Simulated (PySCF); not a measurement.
Si(F)(Me)2(NH2) (C2H8FNSi), SMILES C[Si](F)(C)N. Heavy atoms are numbered as in [CH3:1][Si:2]([CH3:3])([NH2:4])[F:5]. Hydrogens are named by the atom that carries them.

Geometry: ωB97X-D3(BJ)/def2-SVP. This is a generated structure with no PubChem entry under its InChIKey; it may be hypothetical. Other conformers were not sampled.

Method: PBE0/pcSseg-1 run with PySCF.

GIAO shieldings, no solvent; atoms alike by connectivity are averaged. δ = σ(ref) − σ: ¹³C against TMS (σ = 186.3 ppm); ²⁹Si against TMS (σ = 352.7 ppm); ¹⁵N against NH3 (σ = 267.4 ppm); ¹⁹F against CFCl3 (σ = 167.2 ppm); ¹H against TMS (σ = 31.56 ppm), references at their B3LYP-D3(BJ)/def2-TZVP geometries, non-relativistic.

Computed chemical shifts:
```csv
nucleus,atoms,count,δ (ppm)
¹³C,C1 (CH3),2,-0.4
²⁹Si,Si2,1,12.7
¹⁵N,N4 (NH2),1,37.7
¹⁹F,F5,1,-146.6
¹H,H on N4,2,1.17
¹H,H on C1,6,0.42
```
